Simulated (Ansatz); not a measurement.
Geometry optimisation, RKS PBE/def2-SVP in Ansatz 0.2.0.

The input (input.yaml):

```yaml
crystal:
  periodic: [false, false, false]
  atoms:
    - { symbol: Sn, position_ang: [0.0, 0.0, 0.0] }
    - { symbol: O, position_ang: [0.0, 0.0, 2.31] }
    - { symbol: H, position_ang: [-0.9095, -0.2814, 2.6471] }
    - { symbol: O, position_ang: [1.8483, 0.0, -0.6527] }
    - { symbol: H, position_ang: [2.1646, -0.9521, -0.7693] }
    - { symbol: Cl, position_ang: [-1.1351, 1.9666, -0.8025] }
    - { symbol: Cl, position_ang: [-1.1351, -1.9666, -0.8025] }
    - { symbol: H, position_ang: [0.7648, 1.7785, 0.6433] }
    - { symbol: H, position_ang: [0.5814, 1.352, 1.6366] }
basis:
  gaussian: { orbitals: def2-SVP }
hamiltonian:
  xc: pbe
relax:
  f_tol: 0.15
  max_steps: 25
  restrain:
    - { distance: [0, 7], at: 2.94, k: 30.0 }
    - { distance: [8, 1], at: 2.21, k: 30.0 }
    - { distance: [0, 1], at: 1.96, k: 30.0 }
    - { distance: [8, 7], at: 0.66, k: 30.0 }
```

Launched with:

```bash
$ ansatz run input.yaml --threads 4 --pin off --max-ram 5120MiB --backend cpu --events-out ev --progress --plain --runs-dir out
```

Task: Where does it end, and by what steps?

Result: The forces met the threshold. The restraints hold the end off the free minimum; the threshold counts their pulls, which the force column leaves out. Restrained pairs: Sn1–H8 (2.04 → 2.94 Å), O2–H9 (1.62 → 2.22 Å), Sn1–O2 (2.31 → 1.97 Å), H8–H9 (1.10 → 0.72 Å). After 5 steps the energy has fallen by 1.807 eV (the restraints' own energy left out); H8 moved furthest, 0.80 Å.

```tsv
step	energy less start (eV)	largest force component (eV/Å)	accepted
0	0.0000	3.242	yes
1	-0.8522	2.411	yes
2	-1.1029	3.673	yes
3	-1.4740	2.261	yes
4	-1.7657	1.338	yes
5	-1.8066	1.327	yes
```

```xyz
9
Properties=species:S:1:pos:R:3
Sn -0.099 -0.152 0.033
O -0.073 -0.160 2.007
H -0.975 -0.321 2.351
O 1.787 -0.102 -0.570
H 2.031 -0.999 -0.875
Cl -1.293 1.658 -0.861
Cl -1.160 -2.128 -0.718
H 1.070 2.295 1.171
H 0.892 1.806 1.673
```

Time of the run: 7.2 s on 4 threads of Arm Neoverse V2, on a shared host, peak memory 0.17 GiB.
